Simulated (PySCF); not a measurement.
ClGe, SMILES [Cl][Ge] (connectivity only; charge and spin as stated), charge +1, multiplicity 1.

The structure is a stationary point at B3LYP-D3(BJ)/def2-TZVP. The spin state was assumed, not searched.

Vertical ionisation energy (IE) and electron affinity (EA) in eV. Rows of orbital energies are one-electron estimates. Where ΔSCF, EOM or ADC give a negative EA the extra electron is unbound and the value depends on the basis.

```csv
level,IE,EA
"−ε(HOMO), −ε(LUMO), ωB97X/def2-TZVPD (PySCF)",18.36,7.47
"−ε(HOMO), −ε(LUMO), HF/def2-TZVPD (PySCF)",18.58,6.33
ADC(2)/aug-cc-pVDZ (PySCF),18.26,7.23
```

Question: Beyond the first one, list the lowest photoelectron lines from ADC(2)/aug-cc-pVDZ run with PySCF 2.14.0 with their pole strengths (two spins summed). (An estimate is asked for; the answer gives what the named calculation found.)

Answer: 23.25 eV (1.74).
